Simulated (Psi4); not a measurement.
Cl4OW, singlet, at a GFN2-xTB geometry (such geometries of metal compounds can be far from the true shape) (core potentials on W). Base run: Psi4 with B3LYP/def2-SVP.

Here is a job for Psi4.
```
memory 2 GB

molecule {
0 1
W     0.16461245   -0.05051104   -0.09004072
O     1.58033747   -0.48492377   -0.86442259
Cl    0.48222147   -0.52046481    2.10349082
Cl   -1.21233975    0.74450032   -1.70412629
Cl   -1.15304426   -1.89345041   -0.11588472
Cl    0.42292598    2.11748592    0.51524926
}

set {
  basis def2-svp
}

energy('b3lyp')
print_variables()
```

The base run was repeated with changes; each row names its change, and settings that it needs were set with it.

| change | ΔE vs base (mEh) | SCF cycles | grid points | basis functions |
|---|---|---|---|---|
| base | 0.000 | 11 | 129100 | 118 |
| level_shift = 0.3 | 0.000 | 11 | 129100 | 118 |
| diis_max_vecs = 3 | 0.000 | 39 | 129100 | 118 |
| dft_radial_scheme = multiexp | -0.008 | 11 | 134987 | 118 |
| guess = gwh | 0.000 | 17 | 129100 | 118 |
| e_convergence = 1e-8 | 0.000 | 12 | 129100 | 118 |
| dft_spherical_points = 110 | 0.207 | 11 | 47519 | 118 |
| scf_type = mem_df | 0.000 | 11 | 129100 | 118 |
| dft_radial_points = 35 | -5.235 | 11 | 61815 | 118 |
| scf_type = pk | 0.006 | 11 | 129100 | 118 |
| d_convergence = 1e-10 | 0.000 | 19 | 129100 | 118 |
| soscf = true | 0.000 | 8 | 129100 | 118 |
| dft_radial_points = 50 | 0.276 | 11 | 87463 | 118 |
